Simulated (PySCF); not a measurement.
CdB and its ions

BP86; basis Cd def2-SVPD with ECP28, B def2-SVPD; scalar-relativistic core potentials; PySCF 2.14. Neutral (UKS): doublet (π ↑), Re = 2.382 Å, ωe = 295 cm⁻¹, De = 0.56 eV, HOMO -4.08 eV, LUMO -3.63 eV.

CdB⁺ (UKS): singlet (closed shell), Re = 2.506 Å, ωe = 293 cm⁻¹, De = 2.15 eV to Cd + B⁺. The energies at the minima are -192.49768 hartree for CdB and -192.23245 for CdB⁺.

Work out the adiabatic ionisation energy, without and with harmonic zero-point energies (1 hartree = 27.2114 eV, 1 eV = 8065.5 cm⁻¹), and the change of the bond length.

At BP86: 0.26523 hartree = 7.217 eV between the minima; the zero-point term (293.0 − 295.0)/2 cm⁻¹ = -0.000 eV makes it 7.217 eV. Re changes by +12.4 pm against the neutral. The electron leaves a π orbital, and the longer bond of the ion fits a bonding orbital, or a change in how ionic the bond is.

For an ion De counts to the pair picked by the measured ionisation energies or electron affinities, which need not be the lowest pair at this level. States were picked by a PBE0 search and need not be the measured ground states.
